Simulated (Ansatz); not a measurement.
H4OSi2, SMILES `O[SiH]=[SiH2]` (H–O–Si–Si torsion 144°) (charge 0, multiplicity 1).

Calculation: CAM-B3LYP/cc-pVTZ // B3LYP-D3(BJ)/def2-TZVP (Ansatz, a first-principles code).

Ansatz 0.2 input:
```yaml
crystal:
  periodic: [false, false, false]
  atoms:
    - { symbol: O, position_ang: [-1.693022, 0.750256, 0.425656] }
    - { symbol: Si, position_ang: [-0.412649, -0.279501, 0.370716] }
    - { symbol: Si, position_ang: [1.459105, 0.182114, -0.714722] }
    - { symbol: H, position_ang: [-2.21093, 0.805885, 1.233823] }
    - { symbol: H, position_ang: [-0.369978, -1.044409, 1.648592] }
    - { symbol: H, position_ang: [2.088459, -1.15699, -0.907143] }
    - { symbol: H, position_ang: [1.139015, 0.742646, -2.056921] }
basis:
  gaussian: { orbitals: cc-pVTZ }
hamiltonian:
  xc: cam_b3lyp
```

Output:

```
Functional definition: CAM-B3LYP
975 factors; their error is unknown
237 factors; integrals over basis functions are off by at most 1.7e-5 eV
mean field evaluation 1: about -17863.6923 eV, gradient 4.9e1 eV
mean field evaluation 2: about -17859.1286 eV, gradient 7.2e1 eV
mean field evaluation 4: about -17867.5541 eV, gradient 2.0e0 eV
mean field evaluation 8: about -17867.6031 eV, gradient 3.6e-2 eV
mean field evaluation 16: about -17867.6031 eV, gradient 1.3e-5 eV
mean field -17867.60309482 eV, -656.6223026383 hartree, gradient 1.3e-5 eV, S^2 0.000000; 0 other end points of the search recorded, 0 dependent functions left out
reference -17867.60321143 eV, -656.6223069235 hartree; 20, 20 occupied and 134, 134 virtual orbitals, 975 factors
Total energy: -17867.60321143 eV, -656.6223069235 hartree
```
